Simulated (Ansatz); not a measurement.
Reaction (formal exchange of groups at a Te–Al bond): `C[Te][AlH][SiH3]` + `N[SiH2]F` → `C[Te][SiH](N)F` + `[AlH2][SiH3]`

Calculated with Ansatz (gas phase, PBE0-D4/def2-TZVP geometries, no zero-point term in ΔE). CCSD(T)/CBS adds triple-zeta CCSD(T) − MP2 to the extrapolated MP2 energy (def2 sets, frozen cores). This one scheme is used for every species. Functionals use def2-TZVPP. B3LYP here is the variant with VWN-RPA as its local correlation; programs differ in this. def2 core potentials past Kr. For Te outer-core shells are correlated without core-valence functions, which leaves a few kJ/mol of doubt a bond. Each species was taken in one conformer, which may not be the lowest.

`C[Te][AlH][SiH3]`:

Z-matrix (Å, degrees):
```
C
Te 1 2.154
H 1 1.087 2 108.3
H 1 1.087 2 109.8 3 120.5
H 1 1.087 2 107.8 3 -119.4
Al 2 2.510 1 99.1 3 -113.9
Si 6 2.452 2 121.4 1 -0.2
H 6 1.586 2 115.2 1 179.6
H 7 1.491 6 110.5 2 114.1
H 7 1.490 6 113.2 2 -6.2
H 7 1.491 6 110.9 2 -126.9
```

`N[SiH2]F`:

Cartesian coordinates in Å:
```
N 0.858 0.190 0.570
Si -0.510 -0.234 -0.336
F -1.340 1.011 -0.918
H 1.715 0.488 0.134
H 0.788 0.518 1.519
H -1.445 -0.964 0.547
H -0.066 -1.008 -1.516
```

`C[Te][SiH](N)F`:

Z-matrix (Å, degrees):
```
C
Te 1 2.152
H 1 1.088 2 107.3
H 1 1.088 2 108.5 3 119.2
H 1 1.087 2 109.3 3 -119.9
Si 2 2.469 1 94.6 3 -151.0
F 6 1.601 2 114.4 1 -68.4
N 6 1.702 2 108.8 1 47.9
H 6 1.485 2 106.6 1 175.8
H 8 1.007 6 121.1 2 -161.2
H 8 1.006 6 120.9 2 46.2
```

`[AlH2][SiH3]`:

Z-matrix (Å, degrees):
```
Si
Al 1 2.457
H 1 1.490 2 113.4
H 1 1.492 2 110.7 3 -121.0
H 1 1.492 2 110.6 3 120.9
H 2 1.589 1 121.5 3 0.3
H 2 1.589 1 119.5 3 -179.7
```

```
             level  ΔE (kJ/mol)  difference from CCSD(T)/CBS
            PBE-D4         76.1                         -3.8
         r2SCAN-D4         78.4                         -1.5
           PBE0-D4         77.1                         -2.8
           ωB97X-V         73.4                         -6.5
            B2PLYP         80.8                          0.9
               PBE         78.5                         -1.4
            r2SCAN         78.9                         -1.0
             B3LYP         79.4                         -0.5
     HF/def2-TZVPP         81.4                          1.5
    MP2/def2-TZVPP         82.6                          2.7
SCS-MP2/def2-TZVPP         81.5                          1.6
   CCSD/def2-TZVPP         80.7                          0.8
CCSD(T)/def2-TZVPP         81.8                          1.9
    MP2/def2-QZVPP         81.3                          1.4
SCS-MP2/def2-QZVPP         80.3                          0.4
     MP2/CBS(def2)         80.7                          0.8
       CCSD(T)/CBS         79.9                            0
```

Largest T1 diagnostic among the species: 0.012.

The D4 term adds −3.9 kJ/mol with B3LYP and −1.9 kJ/mol with PBE0; it sums over pairs of atoms, weighted by their polarisabilities, and B3LYP, whose exchange is more repulsive, gets the larger term.
